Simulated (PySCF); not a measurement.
# HgB: frontier orbitals

PBE at R = 2.399 Å; Hg def2-SVPD with ECP60, B def2-SVPD; scalar-relativistic core potentials (PySCF 2.14). State: ²Π (doublet), unpaired electrons π ↑. Only the outer orbitals are listed, counted within each symmetry, core potentials removing the inner ones.

```
spin  orbital  occ.  ε (eV)  on Hg (%)           main shells (%)
   α       4σ     1  -11.78         75           69 Hg d, 21 B s
   α       2π     1  -10.97         99                   99 Hg d
   α       2π     1  -10.91         99                   99 Hg d
   α       1δ     1  -10.74        100                  100 Hg d
   α       1δ     1  -10.74        100                  100 Hg d
   α       5σ     1   -9.53         54  45 B s, 28 Hg d, 24 Hg s
   α       6σ     1   -6.79         61   59 Hg s, 28 B s, 11 B p
   α       3π     1   -3.98         11           89 B p, 10 Hg p
   α       3π     0   -3.55         15           85 B p, 13 Hg p
   α       7σ     0   -3.19         40   55 B p, 30 Hg p, 8 Hg s
   α       4π     0   -0.62         91            91 Hg p, 8 B p
   β       4σ     1  -11.61         85           80 Hg d, 12 B s
   β       2π     1  -10.97         99                   99 Hg d
   β       2π     1  -10.86         99                   99 Hg d
   β       1δ     1  -10.73        100                  100 Hg d
   β       1δ     1  -10.73        100                  100 Hg d
   β       5σ     1   -9.08         59  40 B s, 38 Hg s, 18 Hg d
   β       6σ     1   -6.42         52    48 Hg s, 39 B s, 9 B p
   β       3π     0   -3.27         18           82 B p, 16 Hg p
   β       7σ     0   -2.98         41           54 B p, 34 Hg p
   β       3π     0   -2.33         34           67 B p, 33 Hg p
```

Task: Which are the highest filled and the lowest empty level, where do they sit, and how wide is the gap?

Result: Highest filled α 3π at -3.98 eV (in %: 89 B p, 10 Hg p); lowest empty α 3π at -3.55 eV (in %: 85 B p, 13 Hg p); the gap at PBE is 0.43 eV. Both belong to one degenerate shell, split only by its one-sided filling, so this is no excitation gap.

| Property | Result |
| --- | --- |
| bond order (Mayer) | 0.85 |
| ⟨S²⟩ | 0.754 |
| charge on Hg (Mulliken, basis-dependent) | 0.07 |
| charge on Hg (Löwdin, basis-dependent) | 0.28 |
| dipole moment (positive dipole means Hg(−)B(+)) | -1.55 D |
| polarisability along the bond | 93.7 bohr³ |
| polarisability across the bond | 47.7 bohr³ |

Spin–orbit coupling is left out. The state was picked by a PBE0 search and need not be the measured ground state.
